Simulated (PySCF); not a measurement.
C6H9FO.
SMILES with atom numbers: `[CH3:1][C:2]1=[CH:3][C@H:4]([F:5])[CH2:6][O:7][CH2:8]1`

Cartesian coordinates in Å at the GFN2-xTB level; atoms count from 1:
```xyz
17
C6H9FO angstrom
C      2.2290    0.6227   -0.0492
C      0.7918    0.2151   -0.1038
C     -0.2065    1.0666   -0.2954
C     -1.6341    0.6135   -0.3323
F     -2.4336    1.5159    0.3494
C     -1.7586   -0.7681    0.3187
O     -0.7995   -1.6416   -0.2186
C      0.5195   -1.2530    0.0950
H      2.3273    1.7006   -0.1410
H      2.6747    0.3058    0.8927
H      2.7869    0.1472   -0.8552
H     -0.0415    2.1257   -0.4240
H     -2.0147    0.5986   -1.3640
H     -2.7343   -1.2149    0.1197
H     -1.6269   -0.6556    1.4052
H      1.1646   -1.8544   -0.5513
H      0.7487   -1.5121    1.1443
```

Probes without a nucleus sit at each ring's centroid and 1 Å off its mean plane on both sides; NICS is minus the shielding there, NICSzz its component along the normal. Level: GIAO PBE0/pcSseg-1 (PySCF, non-relativistic, gas phase) on the GFN2-xTB geometry, one conformer.

Ring bond lengths (Å), with Mayer bond orders in brackets: C2–C3 1.326 (1.84), C3–C4 1.498 (1.02), C4–C6 1.532 (1.03), C6–O7 1.404 (0.93), O7–C8 1.410 (0.94), C8–C2 1.506 (0.99).

Q: Give the NICS values of each ring in ppm.

A: 
| ring | type | NICS(0) | NICS(1), two faces | NICS(1)zz, two faces | rms pucker (Å) | centre to ring atoms, mean (Å) |
| --- | --- | --- | --- | --- | --- | --- |
| C2–C3–C4–C6–O7–C8 | 6-membered ring with O; formal bonds 1 double, 5 single | -1.3 | -1.7 / -2.5 | 2.7 / 0.4 | 0.20 | 1.41 |

Q: What do they say, and how far can they be read as aromaticity?

A: 
- C2–C3–C4–C6–O7–C8: mean NICS(1)zz 1.5 ppm, near zero. C4, C6, C8 have four or more neighbours, so the value isn't read as a sign of a π ring current.

Q: How shielded are the nuclei of the rings and their hydrogens (means over atoms taken as equivalent)?

A: 
```tsv
atoms	environment	σ isotropic (ppm)
C2	fully substituted alkene carbon	41.6
C3	alkene CH carbon	56.8
C4	sp3 C–F carbon	100.3
C6	sp3 carbon bound to oxygen	116.0
O7	cyclic ether oxygen	305.8
C8	sp3 carbon bound to oxygen	114.3
H12	vinylic hydrogen	25.61
H13	methine hydrogen	26.43
H14	methylene hydrogen	27.39
H15	methylene hydrogen	28.29
H16	methylene hydrogen	27.64
H17	methylene hydrogen	27.62
```
